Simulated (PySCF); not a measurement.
Fill in the blanks.

C₆H₁₁NO.
Z-matrix (Å and degrees, GFN2-xTB geometry), rows numbered from 1:
```
C 
C   1  1.5170
O   2  1.2202  1  121.59
C   2  1.4468  1  114.64  3  -179.78
C   4  1.3537  2  119.43  1   179.52
N   5  1.3433  4  128.23  2   177.76
C   6  1.4413  5  121.10  4     3.25
C   6  1.4391  5  121.29  4   170.89
H   1  1.0881  2  109.76  3   119.34
H   1  1.0862  2  109.94  3    -1.09
H   1  1.0880  2  109.84  3  -121.66
H   4  1.0777  2  117.70  1    -0.10
H   5  1.0832  4  116.38  2    -0.57
H   7  1.0895  6  109.86  5   -45.78
H   7  1.0952  6  111.69  5    74.76
H   7  1.0887  6  109.26  5  -164.92
H   8  1.0932  6  110.13  5   132.71
H   8  1.0874  6  109.95  5    12.99
H   8  1.0955  6  111.08  5  -107.24
```

```json
{"property": "rotational constants A, B, C of the GFN2-xTB geometry", "level": "GFN2-xTB", "value": "?"}
{"property": "dipole moment", "level": "PBE0/pcSseg-1", "value": "5.36 D"}
{"property": "HOMO energy", "level": "PBE0/pcSseg-1", "value": "?"}
{"property": "LUMO energy", "level": "PBE0/pcSseg-1", "value": "?"}
{"property": "13C chemical shifts (computed TMS as zero) by class", "level": "GIAO PBE0/pcSseg-1", "value": "?"}
{"property": "1H chemical shifts (computed TMS as zero) by class", "level": "GIAO PBE0/pcSseg-1", "value": "?"}
{"property": "isotropic shieldings of nuclei other than C and H, by class", "level": "GIAO PBE0/pcSseg-1", "value": "?"}
```

Electronic properties: PySCF, gas phase, density fitting. NMR classes are plain means over equivalent atoms (diastereotopic ones count apart unless rotation or inversion swaps them), as if these changed places fast; in this geometry the members of some classes differ.

(1) The 13C chemical shifts (computed TMS as zero) by class?

(2) The LUMO energy?

(3) The rotational constants A, B, C of the GFN2-xTB geometry?

(4) Give the isotropic shieldings of nuclei other than C and H, by class.

(5) Give the 1H chemical shifts (computed TMS as zero) by class.

(6) The HOMO energy?

Answers

(1) 194.9 (C2), 154.7 (C5), 98.0 (C4), 41.7 (C7/C8), 32.3 (C1) ppm.

(2) -0.46 eV.

(3) 4.813, 0.971, 0.821 GHz.

(4) 173 (N6), -213 (O3) ppm.

(5) 7.56 (H13), 4.89 (H12), 2.92 (H14/H15/H16/H17/H18/H19), 2.01 (H9/H10/H11) ppm.

(6) -5.97 eV.

With B = h/(8π²I), that is 505.379 GHz u Å² over I, the principal moments of inertia are 105.0, 520.5 and 615.5 u Å² (most abundant isotopes); the inertial defect Ic − Ia − Ib is -10.0 u Å² (zero for a rigid planar frame, negative otherwise). The rotational constants make it an asymmetric top with κ = (2B − A − C)/(A − C) = -0.92, nearer the prolate limit (−1). The dipole equals about 17.9 × 10⁻³⁰ C·m (1 D = 3.33564 × 10⁻³⁰ C·m).

One conformer stands for the species.
